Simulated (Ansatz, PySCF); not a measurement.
H$_{4}$BN, charge -1, doublet, at a GFN2-xTB geometry (a state made from the parent by changing its charge; the spin is typed, not shown lowest). Base run: PySCF with CCSD(T)/6-311G**.

The PySCF input:
```python
from pyscf import gto, scf, cc

mol = gto.Mole()
mol.atom = '''
    B    -0.85821139    0.10739517   -0.15583823
    N     0.69923672   -0.10831351   -0.09977272
    H    -1.46270089   -0.95255085    0.11348944
    H    -1.25784084    1.05119416    0.59906258
    H     1.14447758    0.79761676    0.05102349
    H     0.97246411   -0.67504134    0.71402463
'''
mol.basis = '6-311g**'
mol.charge = -1
mol.spin = 1
mol.verbose = 4
mol.build()

mf = scf.UHF(mol)
mf.kernel()

mycc = cc.CCSD(mf)
mycc.kernel()
et = mycc.ccsd_t()
print('E(CCSD(T)) = %.10f' % (mycc.e_tot + et))
```

The same geometry, method and basis name were run in Ansatz (a program for electronic structure) and PySCF, at each program's defaults and at the settings that a row names. The base is PySCF at its defaults. Differences at the defaults can come from grids, fitting, cores and function types together.

```tsv
code and settings	ΔE vs base (mEh)	basis functions	E (Eh)	SCF cycles
PySCF, defaults (exact integrals, spherical functions, all electrons correlated)	0.000	60	-81.78022	12
Ansatz, defaults (factorised integrals, spherical functions, frozen core)	38.110	60	-81.74211	-
PySCF, frozen core	38.108	60	-81.74211	12
Ansatz, high accuracy, frozen core	38.108	60	-81.74211	-
```

Open shells are given as the SCF converged; they aren't shown to be the lowest states, and a large step between rows can be another state.
